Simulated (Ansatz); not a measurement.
`BNCC=C`. Charge 0, multiplicity 1. The structure was optimised at the PBE0-D4/def2-TZVP level. It is one conformer, not always the lowest.

```xyz
13

B    -0.648    2.180   -0.766
N    -0.744    0.824   -0.504
C     0.335   -0.144   -0.507
C     0.522   -0.780    0.833
C     0.443   -2.084    1.057
H    -1.637    2.851   -0.708
H     0.423    2.640   -1.045
H    -1.636    0.425   -0.252
H     1.243    0.389   -0.802
H     0.153   -0.921   -1.258
H     0.723   -0.096    1.655
H     0.235   -2.782    0.252
H     0.589   -2.502    2.046
```

Task: What is the dipole moment at r2SCAN/def2-TZVPP? (Estimate.)

Result: The calculation gave: 1.89 D, with components (-0.08, -1.85, 0.38) D in this frame, pointing from negative to positive charge.

Task: And with PBE, B3LYP, ωB97M-V? (Estimate.)

Result: The calculation gave: PBE 1.97 D, B3LYP 1.86 D, ωB97M-V 1.87 D.

Task: Give the Mulliken charges with r2SCAN, ωB97M-V, B3LYP in def2-TZVPP. (Estimate.)

Result: Ansatz gave: 
```tsv
atom	r2SCAN	ωB97M-V	B3LYP
B1	-0.06	-0.18	-0.14
N2	-0.17	-0.15	-0.15
C3	0.12	-0.04	0.04
C4	-0.13	-0.14	-0.14
C5	-0.19	-0.21	-0.22
H6	-0.02	0.04	0.01
H7	-0.03	0.04	0.00
H8	0.15	0.12	0.14
H9	0.05	0.10	0.08
H10	0.04	0.10	0.08
H11	0.08	0.12	0.11
H12	0.07	0.09	0.09
H13	0.09	0.11	0.11
```

B3LYP here is the variant with VWN-RPA as its local correlation; programs differ in this.
